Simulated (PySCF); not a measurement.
Work out the structure from these simulated measurements.

Formula: CH11FO2Si4.

* 13C NMR: chemical shifts (computed TMS as zero) by class: 3.2 (1 C) ppm [GIAO PBE0/pcSseg-1]
* NMR, other nuclei: isotropic shieldings of nuclei other than C and H, by class: 275 (1 O), 321 (1 O), 314 (1 F), 325 (1 Si), 356 (1 Si), 394 (1 Si), 467 (1 Si) ppm [GIAO PBE0/pcSseg-1]
* Rotational structure: rotational constants A, B, C: 1.031, 0.679, 0.541 GHz [GFN2-xTB]
* Dipole: 2.30 D [PBE0/pcSseg-1]
* 1H NMR: chemical shifts (computed TMS as zero) by class: 5.62 (1 H), 5.18 (3 H), 3.47 (3 H), 0.66 (1 H), 0.33 (3 H) ppm [GIAO PBE0/pcSseg-1]

Gas-phase values; electronic properties from PySCF, density fitting. Levels stand in brackets. Geometry: GFN2-xTB, one conformer, isolated molecule. NMR classes are plain means over equivalent atoms (diastereotopic ones count apart unless rotation or inversion swaps them), as if these changed places fast.

Q: Propose a structure and show how it fits.

A: Numbering: `[CH3:1][Si@@H:2]([OH:3])[Si@:4]([F:5])([SiH3:6])[O:7][SiH3:8]`. Its formula, CH11FO2Si4, gives 0 degrees of unsaturation, so no ring and no π bond. The one carbon: Si-methyl carbon [C1] (3.2 ppm). Hydrogen classes from least to most shielded: 1 H on an oxygen-bound silicon, Si2 (5.62 ppm), 3 H on an oxygen-bound silicon, Si8 (5.18 ppm), 3 H on an SiH3 silicon, Si6 (3.47 ppm), 1 H on a silanol oxygen, O3 (0.66 ppm), 3 H on an Si-methyl carbon, C1 (0.33 ppm). The other shieldings belong to: 275 ppm, siloxane oxygen [O7]; 321 ppm, silanol oxygen [O3]; 314 ppm, silicon-bound fluorine [F5]; 325 ppm, fluorine-bound silicon [Si4]; 356 ppm, oxygen-bound silicon [Si2]; 394 ppm, oxygen-bound silicon [Si8]; 467 ppm, SiH3 silicon [Si6]. The optimised geometry has point group C1 and is an asymmetric top. Structure: `C[Si@@H](O)[Si@](F)([SiH3])O[SiH3]`. The assignments are read from this structure; whether some other isomer fits the data as well wasn't checked. The mirror image fits equally.

The values belong to the conformer `[CH3:1][Si@@H:2]([OH:3])[Si@:4]([F:5])([SiH3:6])[O:7][SiH3:8]`: C1–Si2–Si4–F5 31°, Si2–Si4–O7–Si8 -72°, H–O3–Si2–C1 -53°.
